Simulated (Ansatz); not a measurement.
Input for Ansatz (development build ahead of 0.2.0):

```yaml
crystal:
  periodic: [false, false, false]
  atoms:
    - { symbol: "N", position_ang: [0.00423, -0.00189, -1.42493] }
    - { symbol: H, position_ang: [0.94888, 0.00895, -1.80996] }
    - { symbol: H, position_ang: [-0.47756, 0.82134, -1.80398] }
    - { symbol: H, position_ang: [-0.47272, -0.82481, -1.80443] }
    - { symbol: Cu, position_ang: [-0.00163, 0.00442, 0.52044] }
basis:
  gaussian: { orbitals: def2-TZVP }
total_charge: 1
hamiltonian:
  xc: hf
```

The input is written out in the form of the current development build from the run's settings.

The run gave:

```json
{"Converged": "yes", "Total energy": "-1694.96822 hartree", "Spin squared of the determinant": "0.000"}
```
